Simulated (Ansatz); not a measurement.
Z-matrix (Å, degrees):
```
C
C 1 1.521
H 1 1.092 2 111.3
H 1 1.092 2 111.5 3 -120.6
H 1 1.093 2 111.2 3 119.2
B 2 1.563 1 119.0 3 -57.2
H 2 1.103 1 109.8 3 62.3
H 2 1.098 1 111.0 3 176.2
C 6 1.563 2 121.7 1 -160.8
Cl 6 1.769 2 119.1 1 19.2
C 9 1.521 6 119.0 2 -160.9
H 9 1.103 6 104.0 2 76.6
H 9 1.098 6 108.3 2 -33.0
H 11 1.092 9 111.5 6 -177.7
H 11 1.091 9 111.3 6 -57.2
H 11 1.093 9 111.2 6 62.1
```

Total charge 0; spin multiplicity 1.

Problem. List the ωB97M-V/def2-TZVPP orbital energies in eV (Ansatz 0.2.0). (Estimate.)

Solution. Ansatz gave: Occupied: -2771.71, -281.08, -281.08, -281.00, -281.00, -262.12, -199.58, -199.50, -199.44, -188.72, -25.96, -24.01, -23.82, -20.62, -19.64, -15.98, -15.20, -14.90, -14.76, -13.70, -13.53, -12.66, -12.26, -11.90, -11.74, -11.67, -11.48, -10.37. Lowest empty: 1.39, 1.98, 3.23, 3.37, 3.38, 4.07, 4.66, 4.89.
